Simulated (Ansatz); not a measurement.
Computed with Ansatz on PBE0-D4/def2-TZVP structures; ΔE is electronic, products minus reactants. CCSD(T)/CBS is the MP2 limit (def2-TZVPP, def2-QZVPP) plus CCSD(T) − MP2 in def2-TZVPP, frozen cores. This one scheme is used for every species. Functionals use def2-TZVPP. def2 core potentials past Kr. For Mo outer-core shells are correlated without core-valence functions, which leaves a few kJ/mol of doubt a bond. One conformer a species, not always the lowest.

`[NH]=[Mo](=[NH])([NH2])[OH]` + H–F → `[NH]=[Mo](=[NH])([NH2])[F]` + H₂O  (ligand exchange at a Mo–O bond)

`[NH]=[Mo](=[NH])([NH2])[OH]`:

Z-matrix (Å, degrees):
```
Mo
N 1 1.728
N 1 1.938 2 107.2
N 1 1.730 2 113.5 3 -117.6
O 1 1.902 2 107.8 3 121.0
H 2 1.010 1 156.4 3 118.0
H 3 1.008 1 122.9 2 20.1
H 3 1.008 1 123.1 2 -140.3
H 4 1.011 1 153.9 2 0.1
H 5 0.960 1 118.0 2 144.2
```

H–F:

Cartesian coordinates in Å:
```
F 0.033 0.437 -0.140
H -0.033 -0.437 0.140
```

`[NH]=[Mo](=[NH])([NH2])[F]`:

```xyz
9

N     0.355    0.635    1.567
Mo   -0.324    0.407   -0.001
N     0.742    0.935   -1.248
N    -0.553   -1.494   -0.236
F    -1.941    1.342   -0.124
H     1.061    0.937    2.223
H     1.590    1.346   -1.614
H    -0.353   -1.965   -1.105
H    -0.578   -2.141    0.537
```

H₂O:

```xyz
3

O    -0.201    0.088   -0.322
H     0.193    0.698    0.305
H     0.008   -0.786    0.016
```

| level | ΔE (kJ/mol) |
| --- | --- |
| LDA (SPW92) | -36.8 |
| PBE-D4 | -40.7 |
| CAM-B3LYP-D4 | -42.8 |
| r2SCANh | -42.8 |
| LC-ωPBE | -45.7 |
| SCS-MP2/def2-TZVPP | -35.7 |
| HF/CBS(def2) | -46.2 |
| MP2/CBS(def2) | -32.6 |

(1) What does CCSD(T)/CBS give? (Estimate.)

(2) What do rigid-rotor, harmonic-oscillator terms from PBE0-D4/def2-TZVP frequencies (298.15 K, 1 bar) make of the CCSD(T)/CBS value? (Estimate.)

Largest T1 diagnostic among the species: 0.022, so the coupled-cluster value is less sure than usual.

## Answers

(1) Computed: -35.7 kJ/mol. The listed levels differ from it by -1.1, -5.0, -7.1, -7.1, -10.0, 0.0, -10.5, 3.1 kJ/mol.

(2) Ansatz gave: ΔZPE = +3.1 kJ/mol, ΔH = -33.1 kJ/mol, ΔS = 5 J/(mol·K), ΔG = -34.8 kJ/mol.

Leaving LDA and LC-ωPBE aside and taking each functional with its dispersion term where it has one, the values, not all of them listed here, spread over 9.6 kJ/mol, from B97M-V to PBE-QIDH. LDA lies +6.5 kJ/mol from PBE without D4. The D4 term adds +4.0 kJ/mol with B3LYP and +2.2 kJ/mol with PBE0; it sums over pairs of atoms, weighted by their polarisabilities, and B3LYP, whose exchange is more repulsive, gets the larger term.

B3LYP here is the variant with VWN-RPA as its local correlation; programs differ in this.
